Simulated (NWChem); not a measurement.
System: CH₅O₂Sb; SMILES [CH3][Sb]([OH])[OH]

Parts of the log:

```
             Northwest Computational Chemistry Package (NWChem) 7.3.0
             --------------------------------------------------------

 C1  symmetry detected

                             Geometry "geometry" -> ""
                             -------------------------

 Output coordinates in angstroms (scale by  1.889725989 to convert to a.u.)

  No.       Tag          Charge          X              Y              Z
 ---- ---------------- ---------- -------------- -------------- --------------
    1 Sb                  51.0000    -0.08387328     0.06497583     0.38294191
    2 C                    6.0000     1.71670905    -0.81508059    -0.47355181
    3 H                    1.0000     2.09047083    -1.64751551     0.15389479
    4 H                    1.0000     2.50171330    -0.03997651    -0.56773014
    5 H                    1.0000     1.43362131    -1.20720759    -1.47043659
    6 O                    8.0000    -1.18031146    -1.18756236    -0.77379555
    7 H                    1.0000    -2.12146299    -1.08830373    -0.52957281
    8 O                    8.0000    -0.08995238     1.70181170    -0.79971864
    9 H                    1.0000     0.23505111     1.44572467    -1.68676820

 Effective nuclear repulsion energy (a.u.)     397.6114492193

 Summary of "ao basis" -> "ao basis" (spherical)
 ------------------------------------------------------------------------------
       Tag                 Description            Shells   Functions and Types
 ---------------- ------------------------------  ------  ---------------------
 Sb                         def2-svp                10       26   4s4p2d
 C                          def2-svp                 6       14   3s2p1d
 H                          def2-svp                 3        5   2s1p
 O                          def2-svp                 6       14   3s2p1d

            General Information
            -------------------
          SCF calculation type: DFT
          Wavefunction type:  closed shell.
          No. of atoms     :     9
          No. of electrons :    50
           Alpha electrons :    25
            Beta electrons :    25
          Charge           :     0
          Spin multiplicity:     1
          Use of symmetry is: off; symmetry adaption is: off
          Maximum number of iterations: 150
          AO basis - number of functions:    93
                     number of shells:    43
          Convergence on energy requested:  1.00D-06
          Convergence on density requested:  1.00D-05
          Convergence on gradient requested:  5.00D-04

              XC Information
              --------------
                 Perdew 1991   Exchange Functional  1.000
                Perdew 1991 Correlation Functional  1.000 non-local
            Perdew 1991 LDA Correlation Functional  1.000 local

             Grid Information
             ----------------
          Grid used for XC integration:  medium
          Radial quadrature: Mura-Knowles
          Angular quadrature: Lebedev.
          Tag              B.-S. Rad. Rad. Pts. Rad. Cut. Ang. Pts.
          ---              ---------- --------- --------- ---------
          Sb                  1.45      123           9.0       590
          C                   0.70       49          10.0       434
          H                   0.35       45          12.0       434
          O                   0.60       49          11.0       434
          Grid pruning is: on
          Number of quadrature shells:   495
          Spatial weights used:  Erf1

      Superposition of Atomic Density Guess
      -------------------------------------

 Sum of atomic energies:        -467.11582767

      Non-variational initial energy
      ------------------------------

 Total energy =    -429.636017
 1-e energy   =   -1099.857124
 2-e energy   =     458.550754
 HOMO         =      -0.276266
 LUMO         =      -0.000643

     ---------------------------------------------
      Total Density - Mulliken Population Analysis
     ---------------------------------------------

    Atom       Charge   Shell Charges
 -----------   ------   -------------------------------------------------------
    1 Sb  23    21.61   2.11 -0.08  1.18  0.59  2.98  3.03  1.01  0.64  9.81  0.34
    2 C    6     6.61   1.99  0.96  0.32  2.04  1.28  0.01
    3 H    1     0.87   0.65  0.19  0.03
    4 H    1     0.87   0.65  0.19  0.03
    5 H    1     0.87   0.65  0.20  0.03
    6 O    8     8.92   1.99  1.11  0.70  3.06  2.06  0.00
    7 H    1     0.66   0.52  0.08  0.06
    8 O    8     8.92   1.99  1.11  0.69  3.05  2.06  0.00
    9 H    1     0.66   0.52  0.08  0.06

   convergence    iter        energy       DeltaE   RMS-Dens  Diis-err
 ---------------- ----- ----------------- --------- --------- ---------
 d= 0,ls=0.0,diis     1   -431.5687356445 -6.43D+02  2.94D-02  1.05D+00
 d= 0,ls=0.0,diis     2   -430.8173936873  7.51D-01  2.09D-02  7.52D+00
 d= 0,ls=0.0,diis     3   -431.6977603085 -8.80D-01  3.73D-03  5.80D-02
 d= 0,ls=0.0,diis     4   -431.6974500911  3.10D-04  2.22D-03  6.17D-02
 d= 0,ls=0.0,diis     5   -431.7043290613 -6.88D-03  8.11D-04  8.15D-03
  Resetting Diis
 d= 0,ls=0.0,diis     6   -431.7049798927 -6.51D-04  3.38D-04  1.77D-03
 d= 0,ls=0.0,diis     7   -431.7052143453 -2.34D-04  8.38D-05  1.42D-05
 d= 0,ls=0.0,diis     8   -431.7052111075  3.24D-06  5.75D-05  3.87D-05
 d= 0,ls=0.0,diis     9   -431.7052157706 -4.66D-06  1.85D-05  5.70D-06
 d= 0,ls=0.0,diis    10   -431.7052163701 -5.99D-07  5.32D-06  3.87D-07

         Total DFT energy =     -431.705216370115
      One electron energy =    -1103.670397511234
           Coulomb energy =      504.172817854408
    Exchange-Corr. energy =      -43.877990178774
 Nuclear repulsion energy =      211.670353465484

 Numeric. integr. density =       49.999985940691

                       DFT Final Molecular Orbital Analysis
                       ------------------------------------

[...]
```

Level: PW91/def2-SVP with def2 effective core potentials on Sb. Geometry: optimised at PBE-D3(BJ)/def2-SVP. def2 effective core potentials on Sb; no spin-orbit coupling.

Problem. Which NWChem input produces such a log?

Solution. One answer among several that fit: the input that was run:
```
start job
memory heap 200 mb stack 900 mb global 1100 mb
geometry units angstroms noautoz
  Sb    -0.010822     0.125252     0.361004
  C      0.456488    -1.771816    -0.604880
  H      0.117471    -2.626913     0.011733
  H      1.548393    -1.845328    -0.772889
  H     -0.088282    -1.778075    -1.569695
  O     -1.746561     0.167706    -0.685169
  H     -2.274828     0.929398    -0.375294
  O      1.138110     1.257821    -0.853573
  H      1.102228     0.880750    -1.756122
end
basis spherical
  * library def2-svp
end
ecp
  Sb library def2-ecp
end
dft
  xc xperdew91 perdew91
  iterations 150
  mulliken
end
task dft energy
```
